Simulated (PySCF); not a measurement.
B(H)(SMe)2 (C₂H₇BS₂), SMILES S(C)BSC.

Geometry: B3LYP-D3(BJ)/def2-SVP. This is a generated structure with no PubChem entry under its InChIKey; it may be hypothetical. The values are those of a single conformer.

Two levels are set side by side: PBE/def2-TZVP (PySCF) and CAM-B3LYP/def2-TZVP (PySCF). Same geometry, gas phase. Differences are taken from unrounded values.

| quantity | CAM-B3LYP | PBE | PBE minus CAM-B3LYP |
|---|---|---|---|
| orbital gap (eV) | 8.24 | 3.97 | -4.27 |
| highest occupied level (eV) | -7.96 | -5.60 | 2.36 |
| lowest empty level (eV) | 0.29 | -1.63 | -1.92 |
| dipole moment (D) | 2.30 | 2.13 | -0.17 |
| mean polarisability (bohr³) | 81.2 | 84.9 | 3.7 |

Without exact exchange PBE keeps part of each electron's self-repulsion, which lifts occupied levels and narrows the gap. PBE's more diffuse valence density responds more strongly to a field. Differences between two approximate levels are no errors against the true value.

Rough cost on one machine, each run with all the roots and properties that it gave: CAM-B3LYP against PBE within a factor of 2.
